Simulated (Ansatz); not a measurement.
Cost and result for the atomization energy of C$_{3}$H$_{2}$F$_{4}$, SMILES `FC1(F)CC1(F)F` (9 atoms, 9 bonds).

```tsv
atom	x (Å)	y (Å)	z (Å)
F1	-1.5876	1.0838	-0.2399
C2	-0.3513	0.7516	0.1312
F3	0.2633	1.7833	0.7091
C4	-0.0912	-0.6352	0.6461
C5	0.4306	-0.1991	-0.6932
F6	-0.1097	-0.7130	-1.7978
F7	1.7412	-0.0133	-0.8488
H8	0.6322	-0.7343	1.4465
H9	-0.9275	-1.3238	0.6468
```

Charge 0, multiplicity 1. The structure was optimised at the PBE0-D4/def2-TZVP level. Program: Ansatz. All runs use 4 threads of an Arm Neoverse V1 on a shared host. Times are those of one run each, without the atoms' runs, and a repeat can differ threefold. Electronic energies, without spin–orbit coupling; frozen cores. CCSD(T)/CBS adds CCSD(T) − MP2 in def2-TZVPP to the MP2 limit, and its time is that of the two runs behind it. T1 = 0.012. B3LYP takes the VWN-RPA correlation (the form of Gaussian; ORCA's B3LYP/G). HSE06 is the plane-wave form, built on full-range PBE exchange.

CCSD(T)/CBS is a level of theory with its own doubt, some kJ/mol a heavy atom from the limit and from the frozen cores, so smaller differences don't rank the functionals.

| level | functions | atomization (kJ/mol) | difference from CCSD(T)/CBS | per bond |
| --- | --- | --- | --- | --- |
| PBE-QIDH/def2-TZVPP | 245 | 3697.4 | 7.4 | 0.8 |
| PBE-D4/def2-TZVPP (with forces) | 245 | 3902.3 | 212.3 | 23.6 |
| HSE06-D4/def2-TZVPP | 245 | 3759.9 | 69.9 | 7.8 |
| CCSD(T)/CBS(def2) | – | 3690.0 | 0.0 | 0.0 |
| BHLYP-D4/def2-TZVPP | 245 | 3483.5 | -206.5 | -22.9 |
| CCSD(T)/def2-SVP | 108 | 3529.0 | -161.0 | -17.9 |
| BLYP-D4/def2-TZVPP | 245 | 3721.1 | 31.1 | 3.4 |
| CAM-B3LYP-D4/def2-TZVPP | 245 | 3731.1 | 41.1 | 4.6 |
| CCSD(T)/def2-TZVPP | 245 | 3586.3 | -103.7 | -11.5 |
| ωB97X-V/def2-TZVPP | 245 | 3726.9 | 36.9 | 4.1 |
| B3LYP-D4/def2-TZVPP (with forces) | 245 | 3679.4 | -10.6 | -1.2 |
| MP2/def2-QZVPP | 459 | 3812.1 | 122.1 | 13.6 |
| r2SCANh-D4/def2-TZVPP | 245 | 3693.0 | 3.0 | 0.3 |

Task: Order the runs by time, with rough figures. (Estimate.)

Result: The calculation gave: BLYP-D4/def2-TZVPP 1.9 s; PBE-D4/def2-TZVPP (with forces) 2.3 s; BHLYP-D4/def2-TZVPP 2.9 s; HSE06-D4/def2-TZVPP 3 s; CAM-B3LYP-D4/def2-TZVPP 3.2 s; B3LYP-D4/def2-TZVPP (with forces) 4.3 s; r2SCANh-D4/def2-TZVPP 4.7 s; PBE-QIDH/def2-TZVPP 6 s; ωB97X-V/def2-TZVPP 7.5 s; CCSD(T)/def2-SVP 11 s; MP2/def2-QZVPP 26 s; CCSD(T)/def2-TZVPP 5.4 min; CCSD(T)/CBS(def2) 5.9 min.

In def2-TZVPP, CCSD(T) changes the Hartree–Fock value by +1074.2 kJ/mol (the triples alone add +82.1 kJ/mol) and MP2 by +1238.8 kJ/mol; breaking electron pairs costs correlation energy, which Hartree–Fock lacks. From r2SCAN to r2SCAN0 (25 % exact exchange), in def2-TZVPP and without D4, the atomization energy moves by −116.0 kJ/mol: exact exchange takes away binding that semilocal exchange gives to molecules. Leaving LDA and LC-ωPBE aside and taking each functional with its dispersion term where it has one, the values spread over 418.7 kJ/mol, from BHLYP-D4 to PBE-D4. LDA lies +638.2 kJ/mol from PBE without D4, its usual overbinding.
